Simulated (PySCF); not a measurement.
CdH₄OSi. Atoms are numbered in the order given.

```xyz
7

Cd    -0.0262     0.9704     0.0000
H     -0.4546     2.5512     0.0000
O      0.5994    -0.9108     0.0000
Si    -0.1396    -2.3749     0.0000
H     -1.0152    -2.5741    -1.2067
H      0.9040    -3.4493     0.0000
H     -1.0152    -2.5741     1.2067
```

The structure is a stationary point at PBE-D3(BJ)/def2-TZVP. The def2 effective core potentials stand for the cores of Cd; spin–orbit coupling is left out.

Level of theory: PySCF with M06-2X/def2-TZVPD.

Gas-phase values at a fixed geometry.

```yaml
total_energy: -534.82788 hartree
point_group: Cs
highest_occupied_level: -9.33 eV
lowest_empty_level: -0.46 eV
orbital_gap: 8.87 eV
dipole_moment: 2.39 D
quadrupole, principal values (traceless, Buckingham form, about the centre of nuclear charge): -7.24, 3.07, 4.18 D·Å
mean_static_polarisability: 60.5 bohr³ (8.96 Å³)
polarisability_principal_values: 52.4, 52.7, 76.3 bohr³
```
